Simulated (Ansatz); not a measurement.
Cost and result up the ladder for cis-Mg(H2O)2(hfac)2 (C₁₀H₆F₁₂MgO₆) (35 atoms). Total charge 0; singlet. Geometry: r2SCAN-D4/def2-SVP.

```csv
atom,x (Å),y (Å),z (Å)
C1,0.6694,1.7910,-0.4806
C2,0.2514,2.5666,-1.7383
C3,2.0379,1.6144,-0.2096
C4,2.4623,0.8978,0.9189
C5,3.9633,0.8191,1.2269
C6,-2.5623,-1.0807,-0.1121
C7,-4.0954,-1.0492,-0.1669
C8,-1.8440,-1.3351,-1.2893
C9,-0.4418,-1.4448,-1.2699
C10,0.3065,-1.6831,-2.5896
F11,-0.4962,3.6252,-1.4015
F12,-0.4888,1.7704,-2.5238
F13,1.2933,3.0052,-2.4557
F14,4.3233,-0.4557,1.4313
F15,4.2312,1.5060,2.3476
F16,4.7271,1.3149,0.2458
F17,-4.5431,0.1176,0.3189
F18,-4.5979,-2.0304,0.5955
F19,-4.5809,-1.1964,-1.4054
F20,1.0456,-2.7962,-2.5097
F21,1.1342,-0.6523,-2.8192
F22,-0.5110,-1.8009,-3.6435
Mg23,-0.1806,-0.2812,1.4066
O24,-1.0958,0.7800,2.9770
O25,0.3681,-1.8801,2.6556
O26,-0.3001,1.3681,0.1987
O27,1.7410,0.2943,1.7590
O28,-2.0952,-0.8697,1.0406
O29,0.3134,-1.3493,-0.2701
H30,-2.0426,0.5827,2.8858
H31,-1.0246,1.7415,2.8876
H32,1.3079,-1.7261,2.8476
H33,0.3261,-2.7564,2.2472
H34,2.7781,2.0515,-0.8770
H35,-2.3798,-1.4587,-2.2284
```

Ansatz on 2 threads of AMD EPYC 7R13 on a shared host and a share (18 GiB) of an NVIDIA H100 80GB HBM3. Times are rough, and most runs start from the orbitals of an earlier one. PBE0-D4/def2-TZVP serves as the yardstick here, not as an exact answer. Differences are given only for rows in sets of like size (and for xTB, whose basis is part of the method), since another set adds its own error. Binding counts from free atoms at the same level (C triplet, F doublet, Mg singlet, O triplet, H doublet; other spins of the atoms weren't run), without zero-point energy or a counterpoise term.

Correlated methods freeze 29 core orbitals; core or outer-core shells of Mg are correlated, in sets that lack core-valence functions. The rows differ in basis, and correlated rows in double-zeta sets carry the largest basis error. Single mean-field runs in def2-SVP, def2-TZVP are fitted with def2-universal-jkfit.

Correlated methods converge slowly with the basis, most of all in double-zeta sets.

```csv
level,functions,binding energy per atom (eV),difference from PBE0-D4/def2-TZVP (eV)
r2SCAN-D4/def2-TZVP,936,4.67,0.02
MP2/def2-SVP,440,4.62,–
PBE0-D4/def2-TZVP,936,4.65,0.00
HF/STO-3G,155,3.06,–
PBE-D4/def2-SVP,440,5.00,–
BHLYP-D4/def2-TZVP,936,4.32,-0.33
PBE-D4/def2-TZVP (with forces),936,4.85,0.20
PBE0-D4/def2-SVP,440,4.77,–
```

Q: Estimate how long each takes.

A: HF/STO-3G 2 s; PBE-D4/def2-SVP 3.6 s; PBE0-D4/def2-SVP 4.1 s; MP2/def2-SVP 4.6 s; BHLYP-D4/def2-TZVP 5.5 s; PBE0-D4/def2-TZVP 6.5 s; r2SCAN-D4/def2-TZVP 8.5 s; PBE-D4/def2-TZVP (with forces) 9.5 s. On shared hardware such times vary by a factor of up to 3.
